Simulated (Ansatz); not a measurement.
Dissociation curve of K2, singlet.

Level of theory: unrestricted PBE/def2-SVP run with Ansatz (a first-principles code).

The batch members p0 to p7 hold the bond at 3.19, 3.39, 3.57, 3.74, 3.91, 4.01, 4.10, 4.23 Å.

Ansatz input:

Ansatz 0.2 input:
```yaml
# input.yaml
basis:
  gaussian: { orbitals: def2-svp }
hamiltonian:
  xc: pbe
batch:
  members: [p0.yaml, p1.yaml, p2.yaml, p3.yaml, p4.yaml, p5.yaml, p6.yaml, p7.yaml]

# p4.yaml, one of the 8 members of this batch
crystal:
  periodic: [false, false, false]
  atoms:
    - { symbol: K, position_ang: [0.0, 0.0, 0.0] }
    - { symbol: K, position_ang: [0.0, 0.0, 3.91] }
total_charge: 0
magnetization:
  spin_polarized: true
```

Lines of the output on each member:

```
Member 0: Total energy: -32632.90628520 eV, -1199.2371866028 hartree
Member 1: Total energy: -32633.03503752 eV, -1199.2419181633 hartree
Member 2: Total energy: -32633.11075780 eV, -1199.2447008324 hartree
Member 3: Total energy: -32633.15380260 eV, -1199.2462826994 hartree
Member 4: Total energy: -32633.17392960 eV, -1199.2470223531 hartree
Member 5: Total energy: -32633.17677090 eV, -1199.2471267688 hartree
Member 6: Total energy: -32633.17447498 eV, -1199.2470423953 hartree
Member 7: Total energy: -32633.16422841 eV, -1199.2466658408 hartree
```

The unrestricted determinant behind UKS-PBE is spin-contaminated at 5.37 to 12.02 Å (<S²> up to 1.0, against 0.00 for a pure singlet).
